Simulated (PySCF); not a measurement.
# Computed records: GeH₃O

All values are calculated (PySCF 2.14.0). Calculation on a computer-drawn molecule: optimised geometry and harmonic frequencies of an isolated molecule of the commonest isotopes, restricted reference for singlets and unrestricted otherwise, frozen core in MP2; on germanium a core potential holds 10 electrons, which the energies leave out, and 3d is frozen in MP2 and coupled-cluster steps.

Common to all runs: multiplicity 1.

```json
{"entry": 1, "formula": "GeH3O", "start_structure": {"atoms_angstrom": [["O", 2.0968, 1.1303, 0.9387], ["Ge", 1.173, -0.1022, 0.3367], ["H", 2.0933, 1.7862, 1.6625], ["H", -0.1519, -0.4911, 1.1007], ["H", 1.9293, -0.6406, -0.8962]]}, "given": {"charge": 1, "method": "HF", "basis": "cc-pVDZ", "basis_and_core_potential_on_germanium": "cc-pVDZ-PP ECP10MDF", "drawn_bonds_atom": [1, 1, 2, 2], "drawn_bonds_other_atom": [2, 3, 4, 5], "drawn_bonds_order": [1, 1, 1, 1]}, "results": {"optimised_atom_element": ["O", "Ge", "H", "H", "H"], "optimised_atom_x [angstrom]": [2.185, 1.231, 1.952, -0.04405, 1.817], "optimised_atom_y [angstrom]": [1.198, -0.07459, 1.706, -0.4346, -0.7119], "optimised_atom_z [angstrom]": [0.9268, 0.3417, 1.7, 1.059, -0.885], "modes_frequency [cm^-1]": [552.1, 625.3, 745.2, 861.7, 891.0, 940.3, 2354, 2402, 4065], "modes_reduced_mass [dalton]": [1.112, 1.072, 1.061, 4.935, 1.065, 1.28, 1.014, 1.028, 1.069], "rotational_constants [GHz]": [118.4, 11.67, 10.62], "total_energy [hartree]": -369.7074, "convergence_status_largest_gradient_component [hartree/bohr]": 9.673e-06}}
{"entry": 2, "formula": "GeH3O", "start_structure": {"atoms_angstrom": [["O", 2.1846, 1.1976, 0.9268], ["Ge", 1.2313, -0.0746, 0.3417], ["H", 1.9519, 1.7062, 1.6996], ["H", -0.0441, -0.4346, 1.0593], ["H", 1.8168, -0.7119, -0.885]]}, "given": {"charge": 1, "method": "MP2", "basis": "cc-pVDZ", "basis_and_core_potential_on_germanium": "cc-pVDZ-PP ECP10MDF", "drawn_bonds_atom": [1, 1, 2, 2], "drawn_bonds_other_atom": [2, 3, 4, 5], "drawn_bonds_order": [1, 1, 1, 1]}, "results": {"optimised_atom_element": ["O", "Ge", "H", "H", "H"], "optimised_atom_x [angstrom]": [2.221, 1.226, 1.926, -0.05501, 1.823], "optimised_atom_y [angstrom]": [1.212, -0.07951, 1.695, -0.4311, -0.714], "optimised_atom_z [angstrom]": [0.9115, 0.3408, 1.71, 1.073, -0.8924], "modes_frequency [cm^-1]": [579.3, 584.6, 701.1, 825.4, 846.4, 922.2, 2276, 2340, 3746], "modes_reduced_mass [dalton]": [1.118, 1.077, 1.048, 8.851, 1.039, 1.169, 1.014, 1.028, 1.068], "rotational_constants [GHz]": [113.8, 11.31, 10.28], "total_energy [hartree]": -369.9801, "convergence_status_largest_gradient_component [hartree/bohr]": 3.538e-05}}
{"entry": 3, "formula": "GeH3O", "start_structure": {"atoms_angstrom": [["O", -0.3316, 0.6474, 1.6705], ["Ge", 0.5708, -0.7503, 2.2881], ["H", 0.1921, 1.1092, 1.0902], ["H", 1.3715, -1.3984, 0.5611], ["H", 2.3471, 0.2841, 2.7426]]}, "given": {"charge": -1, "method": "HF", "basis": "aug-cc-pVDZ", "basis_and_core_potential_on_germanium": "aug-cc-pVDZ-PP ECP10MDF", "drawn_bonds_atom": [1, 1, 2, 2], "drawn_bonds_other_atom": [2, 3, 4, 5], "drawn_bonds_order": [1, 1, 1, 1]}, "results": {"optimised_atom_element": ["O", "Ge", "H", "H", "H"], "optimised_atom_x [angstrom]": [-0.3004, 0.7999, 0.1589, 1.36, 2.131], "optimised_atom_y [angstrom]": [0.6416, -0.7829, 1.184, -1.249, 0.09767], "optimised_atom_z [angstrom]": [1.659, 2.262, 1.042, 0.8063, 2.583], "modes_frequency [cm^-1]": [290.3, 544.6, 729.4, 735.9, 944.3, 962.5, 1709, 1742, 4187], "modes_reduced_mass [dalton]": [1.066, 11.69, 1.081, 1.024, 1.074, 1.092, 1.022, 1.018, 1.067], "rotational_constants [GHz]": [85.34, 9.286, 9.233], "total_energy [hartree]": -370.0027, "convergence_status_largest_gradient_component [hartree/bohr]": 3.611e-05}}
{"entry": 4, "formula": "GeH3O", "start_structure": {"atoms_angstrom": [["O", -0.3004, 0.6416, 1.6591], ["Ge", 0.7999, -0.7829, 2.2621], ["H", 0.1589, 1.1842, 1.0419], ["H", 1.3604, -1.2486, 0.8063], ["H", 2.131, 0.0977, 2.583]]}, "given": {"charge": -1, "method": "MP2", "basis": "aug-cc-pVDZ", "basis_and_core_potential_on_germanium": "aug-cc-pVDZ-PP ECP10MDF", "drawn_bonds_atom": [1, 1, 2, 2], "drawn_bonds_other_atom": [2, 3, 4, 5], "drawn_bonds_order": [1, 1, 1, 1]}, "results": {"optimised_atom_element": ["O", "Ge", "H", "H", "H"], "optimised_atom_x [angstrom]": [-0.3416, 0.803, 0.1763, 1.374, 2.138], "optimised_atom_y [angstrom]": [0.6594, -0.8017, 1.186, -1.244, 0.09221], "optimised_atom_z [angstrom]": [1.662, 2.275, 1.036, 0.8101, 2.57], "modes_frequency [cm^-1]": [272.5, 496.8, 663.0, 668.6, 881.2, 906.3, 1704, 1720, 3818], "modes_reduced_mass [dalton]": [1.06, 13.44, 1.024, 1.079, 1.098, 1.051, 1.022, 1.019, 1.066], "rotational_constants [GHz]": [83.69, 8.832, 8.751], "total_energy [hartree]": -370.3302, "convergence_status_largest_gradient_component [hartree/bohr]": 1.881e-05}}
```
